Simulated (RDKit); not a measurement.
Input file for RDKit: UFF on BH4NO2 (SMILES NB(O)O), a point of a torsion scan.

```python
from rdkit import Chem
from rdkit.Chem import AllChem, rdDetermineBonds

blocks = [
'''8

N     1.15916264   -0.15229780    0.20171167
B    -0.21620779    0.11314590    0.05773968
O    -1.13382628   -0.87382955   -0.22440623
O    -0.63361549    1.40763169    0.12913545
H     1.80629333    0.57767534    0.43208335
H     1.55898488   -1.07139262    0.22964289
H    -0.78316025   -1.63342854   -0.68200498
H    -1.57718066    1.49284256   -0.00082632
''',
]
mol = None
for b in blocks:
    f = Chem.MolFromXYZBlock(b)
    rdDetermineBonds.DetermineBonds(f, charge=0)
    mol = f if mol is None else Chem.CombineMols(mol, f)
Chem.SanitizeMol(mol)
print(Chem.MolToSmiles(Chem.RemoveHs(mol)))
ff = AllChem.UFFGetMoleculeForceField(mol, vdwThresh=100.0, ignoreInterfragInteractions=False)
e = ff.CalcEnergy()
print(f'UFF energy {e:.6f} kcal/mol')
```

Program output:

```
NB(O)O
UFF energy 47.967154 kcal/mol
```

The run finished.

Cost: very roughly 0.020 core-seconds.
